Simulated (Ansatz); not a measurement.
Cost and result for the atomization energy of C$_{2}$H$_{5}$AlOS, SMILES `O/C(S)=[CH]/[AlH2]` (10 atoms, 9 bonds).

```xyz
10

O     1.282   -1.317   -1.120
C     0.438   -0.386   -0.629
S    -0.152    0.668   -1.905
C     0.081   -0.262    0.664
Al   -1.109    1.027    1.428
H     1.576   -1.869   -0.385
H     0.525    0.046   -2.883
H     0.543   -0.999    1.326
H    -1.808    2.118    0.512
H    -1.376    0.975    2.992
```

The species carries charge 0 and has multiplicity 1. The structure was optimised at the PBE0-D4/def2-TZVP level. It is one conformer, not always the lowest. Program: Ansatz. All runs use 4 threads of an Arm Neoverse V1 on a shared host. Times are those of one run each, without the atoms' runs, and a repeat can differ threefold. Electronic energies, without spin–orbit coupling; frozen cores. CCSD(T)/CBS adds CCSD(T) − MP2 in def2-TZVPP to the MP2 limit, and its time is that of the two runs behind it. T1 = 0.013. B3LYP takes the VWN-RPA correlation (the form of Gaussian; ORCA's B3LYP/G).

CCSD(T)/CBS is a level of theory with its own doubt, some kJ/mol a heavy atom from the limit and from the frozen cores, so smaller differences don't rank the functionals.

| level | functions | wall time |
| --- | --- | --- |
| PBE-D4/def2-TZVPP (with forces) | 247 | 2.6 s |
| PBE0-D4/def2-TZVPP | 247 | 3.1 s |
| B3LYP-D4/def2-TZVPP (with forces) | 247 | 4.8 s |
| r2SCAN-D4/def2-TZVPP (with forces) | 247 | 4.9 s |
| B2PLYP/def2-TZVPP | 247 | 5.5 s |
| ωB97X-V/def2-TZVPP | 247 | 8 s |
| ωB97M-V/def2-TZVPP (with forces) | 247 | 12 s |
| MP2/def2-QZVPP | 461 | 20 s |
| CCSD(T)/def2-TZVPP | 247 | 110 s |
| CCSD(T)/CBS(def2) | – | 2.2 min |

**Question.** What atomization energy does each give, and how far from CCSD(T)/CBS? (An estimate is asked.)

**Answer.** The calculation gave: 
```tsv
level	atomization (kJ/mol)	difference from CCSD(T)/CBS	per bond
PBE-D4/def2-TZVPP (with forces)	3584.3	93.2	10.4
PBE0-D4/def2-TZVPP	3500.5	9.4	1.0
B3LYP-D4/def2-TZVPP (with forces)	3484.6	-6.5	-0.7
r2SCAN-D4/def2-TZVPP (with forces)	3518.4	27.3	3.0
B2PLYP/def2-TZVPP	3444.2	-46.9	-5.2
ωB97X-V/def2-TZVPP	3504.1	13.0	1.4
ωB97M-V/def2-TZVPP (with forces)	3509.7	18.6	2.1
MP2/def2-QZVPP	3525.1	34.0	3.8
CCSD(T)/def2-TZVPP	3388.4	-102.7	-11.4
CCSD(T)/CBS(def2)	3491.1	0.0	0.0
```

From PBE to PBE0 (25 % exact exchange), in def2-TZVPP and without D4, the atomization energy moves by −80.3 kJ/mol: exact exchange takes away binding that semilocal exchange gives to molecules. The D4 term adds +37.7 kJ/mol with B3LYP and +19.6 kJ/mol with PBE0; it sums over pairs of atoms, weighted by their polarisabilities, and B3LYP, whose exchange is more repulsive, gets the larger term. In def2-TZVPP, CCSD(T) changes the Hartree–Fock value by +947.7 kJ/mol (the triples alone add +68.1 kJ/mol) and MP2 by +1023.7 kJ/mol; breaking electron pairs costs correlation energy, which Hartree–Fock lacks.
